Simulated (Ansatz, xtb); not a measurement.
# Two isomers of C3H8F2OSi2

Structure a is `C=C[Si@H](F)OC[SiH2]F`, a singlet and structure b is `FC[C@@H]1C[Si@H](F)O[SiH2]1`, a singlet. Both are isolated molecules in the gas phase, relaxed with B3LYP-D3(BJ)/def2-SVP, each in the lowest conformer that the search found.

Quicker runs give these differences E(b) − E(a): GFN2-xTB −20.0 kcal/mol; HF/STO-3G −55.1 kcal/mol (at GFN2-xTB geometries); r2SCAN-D4/def2-SVP −19.4 kcal/mol (at GFN2-xTB geometries).

**Question.** Estimate E(b) − E(a) at the level CCSD(T)/def2-SVP + ΔMP2/def2-TZVPP.

**Answer.** Calculated at CCSD(T)/def2-SVP + ΔMP2/def2-TZVPP: E(b) − E(a) = −14.9 kcal/mol, so structure b lies lower.

The same difference at several levels:

| level | geometry | E(b) − E(a) (kcal/mol) | departure from the last row (kcal/mol) | job, with rough time for the two |
| --- | --- | --- | --- | --- |
| GFN2-xTB | GFN2-xTB | −20.0 | −5.2 | optimisation, 0.53 s |
| HF/STO-3G | GFN2-xTB | −55.1 | −40.2 | single point, 0.54 s |
| r2SCAN-D4/def2-SVP | GFN2-xTB | −19.4 | −4.5 | single point, 5.3 s |
| B3LYP-D3(BJ)/def2-SVP | B3LYP-D3(BJ)/def2-SVP | −14.9 | 0.0 | optimisation, 99 s |
| HF/def2-SVP | B3LYP-D3(BJ)/def2-SVP | −12.6 | +2.2 | part of the CCSD(T) run |
| MP2/def2-SVP | B3LYP-D3(BJ)/def2-SVP | −18.6 | −3.7 | part of the CCSD(T) run |
| CCSD(T)/def2-SVP | B3LYP-D3(BJ)/def2-SVP | −16.1 | −1.3 | single point |
| CCSD(T)/def2-SVP + ΔMP2/def2-TZVPP | B3LYP-D3(BJ)/def2-SVP | −14.9 |  | single point, 2.7 min |

As drawn, b has 1 C–F, 2 C–C, 1 O–Si in place of 1 C=C, 1 F–Si, 1 C–O. Structure a has no ring, b a 5-membered ring.

None of the levels shown reverses the order. The largest departure from CCSD(T)/def2-SVP + ΔMP2/def2-TZVPP is that of HF/STO-3G, 40.2 kcal/mol. The last row adds to CCSD(T) the change of the MP2 difference between the two basis sets, here +1.3 kcal/mol.

With thermal terms from frequencies at re-optimised GFN2-xTB minima (ideal gas, soft modes damped towards free rotors, one conformer each, 298.15 K, 1 atm): on the last row, ΔE + ΔZPE = −12.1, ΔH = −13.3, ΔG = −10.3 kcal/mol.

The correlated steps freeze 16 core orbitals. Run with Ansatz 0.2.0, xtb 6.7.1; the last row on 4 threads of Arm Neoverse V1 on a shared host.
